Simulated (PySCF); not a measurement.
**A ladder for the ionisation energy of Ru²⁺**

Ru²⁺ [Kr] 4d6 (5D) → Ru³⁺ [Kr] 4d5 (6S). Scalar values calculated with PySCF 2.14 in def2-QZVPPD with the def2 core potential (28 electrons) (ECP; valence: 4s2 4p6 frozen; valence and next inner shell: nothing frozen). The spin-orbit shift comes from two-component X2C-1e calculations (generalised Hartree-Fock, GHF, and MP2 on its spinors, GMP2) in x2c-QZVPPall-2c: GMP2 gives 28.013 eV without and 28.149 eV with screened spin-orbit coupling, a shift of 0.136 eV (GHF: 0.124 eV). Sums use unrounded values; where a UHF row is shifted, it takes the GHF shift.

```tsv
method	scalar (eV)
UHF	26.571
LDA	28.766
PBE	28.622
PBE0	28.416
r2SCAN	28.033
B3LYP	28.696
TPSS	28.457
BLYP	28.685
M06-2X	28.952
MP2 (valence)	27.851
SCS-MP2 (valence)	28.118
MP2 (valence and next inner shell)	27.862
SCS-MP2 (valence and next inner shell)	27.896
CCSD (valence)	27.838
CCSD(T) (valence)	27.886
```

Question: Form a composite estimate from CCSD(T) (valence) and the spin-orbit shift, and compare it with the reference, 28.47 eV (semi-empirical (NIST evaluation); NIST Atomic Spectra Database, ionization energies).

Answer: 27.886 + (0.136) = 28.022 eV, an error of -0.448 eV.

The errors of the correlated levels include the incompleteness of the basis and the frozen core, so a lower level can come closer by cancellation.
